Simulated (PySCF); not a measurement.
Job for PySCF: R-HF/STO-3G on CH7PSi (SMILES C[SiH2]P), a point of a torsion scan.

```python
from pyscf import gto, scf, dft, mp
from pyscf.data.elements import chemcore

mol = gto.M(
    atom='''
    C    -1.21874098    0.65305870   -0.10035003
    Si   -0.07181594   -0.84745749    0.12445786
    P     2.05451856   -0.14434173    0.34637337
    H    -2.26173648    0.35323299   -0.08530578
    H    -1.06997014    1.37741900    0.69625868
    H    -1.03254649    1.15912033   -1.04418564
    H    -0.39630792   -1.57212270    1.35763631
    H    -0.22636181   -1.75282895   -1.02213481
    H     2.54085802   -0.81992813   -0.75633982
    H     1.88888255    1.02039545   -0.38070848
    ''',
    basis='sto-3g',
    charge=0, spin=0, verbose=3, max_memory=1800)
mf = scf.RHF(mol)
mf.conv_tol = 1e-8
mf.max_cycle = 100
mf.kernel()
if not mf.converged:
    mf = mf.newton().run(mf.mo_coeff, mf.mo_occ)
```

Output:

```
converged SCF energy = -664.01681215453
```

The run converged.

Cost: about 0.29 core-seconds (a rough figure).
